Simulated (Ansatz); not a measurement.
A nudged elastic band was laid between two geometries of H6InP (8 atoms, charge 0, multiplicity 1).

The calculation used RKS B3LYP-D4/def2-SVP in Ansatz 0.2.0.

| Item | Value |
| --- | --- |
| movable images | 5 |
| climbing image | yes |
| spring | 5.0 eV/Å² |
| optimiser | quadratic models (default) |
| start path | through a guess of the saddle point |
| force threshold | 0.03 eV/Å |
| iteration limit | 6 |
| end points | relaxed |

Initial state:

```xyz
8
Properties=species:S:1:pos:R:3
P -0.618 0.064 -1.069
In 0.860 -0.103 1.420
H -1.869 0.737 -1.103
H -1.035 -1.124 -1.727
H -0.040 0.702 -2.199
H -0.314 0.803 2.337
H 2.273 0.710 0.802
H 0.834 -1.845 1.483
```

Final state:

```xyz
8
Properties=species:S:1:pos:R:3
P -0.614 0.064 -1.060
In 0.852 -0.101 1.411
H -0.089 -0.545 -2.231
H -0.906 1.332 -1.629
H -1.924 -0.480 -1.144
H -0.312 0.814 2.332
H 2.269 0.701 0.788
H 0.816 -1.843 1.478
```

Problem. Which bonds break or form, and what moves?

Solution. No bond is made or broken. The dihedral H5–P1–In2–H7 goes from -1 to 179°.

Problem. What energy profile does the band end with?

Solution. The run ended unconverged. The highest image is number 4 of 0 to 6, 0.1 kcal/mol above the first end and 0.4 kcal/mol above the last; the last end lies 0.4 kcal/mol below the first. The band didn't meet its force threshold, so its energies are provisional: the largest band force was still 0.18 eV/Å, and over the last iterations the top moved between 0.00 and 0.22 eV. Inner images lie below an end point, which means an intermediate or an end that isn't the lowest structure nearby.

```
image  path coordinate (Å)  energy (kcal/mol)  dihedral H5–P1–In2–H7 (°)
    0                 0.00                0.0                         -1
    1                 0.91               -0.2                         29
    2                 1.82               -0.4                         59
    3                 2.73               -0.2                         89
    4                 3.64                0.1                        119
    5                 4.55               -0.2                        150
    6                 5.47               -0.4                        179
```

Run time: 99 s on 1 thread of Intel(R) Xeon(R) Processor @ 2.70GHz (shared host), peak memory 0.16 GiB.
